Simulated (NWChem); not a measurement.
Species: AlHSClF; SMILES [F][Al]([SH])[Cl]

```xyz
5

Al     0.3433     0.0304     0.0000
Cl    -0.6617     1.8520     0.0000
F      2.0005     0.0215     0.0000
S     -0.7273    -1.8443     0.0000
H      0.4190    -2.5636     0.0000
```
Atoms are numbered in this order, from 1.

Computed with NWChem. Pople sets run with spherical d functions. Geometry: optimised at PBE0/def2-SVP.

For level PBE/6-311++G**:

```yaml
dipole (D): 1.18
```

Question: Estimate the same quantities for level PBE/3-21G.

Answer: The dipole (D) is 1.91.
